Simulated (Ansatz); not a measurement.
[VO2F2]- (VO₂F₂⁻), relaxed as a singlet with RKS PBE-D4/def2-SVPD in Ansatz, starting from the GFN2-xTB geometry. Force threshold 0.02 eV/Å.

The restricted singlet is unstable towards broken spin symmetry in Hartree–Fock (as tested in another run); at PBE-D4/def2-SVPD this wasn't settled.

Start:

```xyz
5

V    -0.004   -0.013   -0.020
O    -1.424   -0.405   -0.471
O     1.033   -0.594   -1.001
F     0.276   -0.678    1.528
F     0.119    1.690   -0.036
```

Problem. Estimate the energy that the relaxation releases and the steps that it takes.

Solution. 0.77 eV, in 4 steps; 6 s on 4 threads of Arm Neoverse N1 on a shared host. No frequencies were taken in this run, so the end may be a saddle point.

Problem. Does the start keep its bonding and symmetry?

Solution. By distances, no bond broke or formed. The bond that changes most is V1–F5, from 1.71 to 1.82 Å (atoms count from 1). Point group Cs at the start, C2v at the end, both within 0.05 Å.

Problem. Predict the relaxed structure.

Solution. 
```xyz
5

V    -0.011   -0.027   -0.041
O    -1.503   -0.446   -0.525
O     1.076   -0.642   -1.080
F     0.300   -0.665    1.631
F     0.138    1.781    0.015
```
Bond lengths: 2 × O–V 1.62 Å; 2 × F–V 1.82 Å.
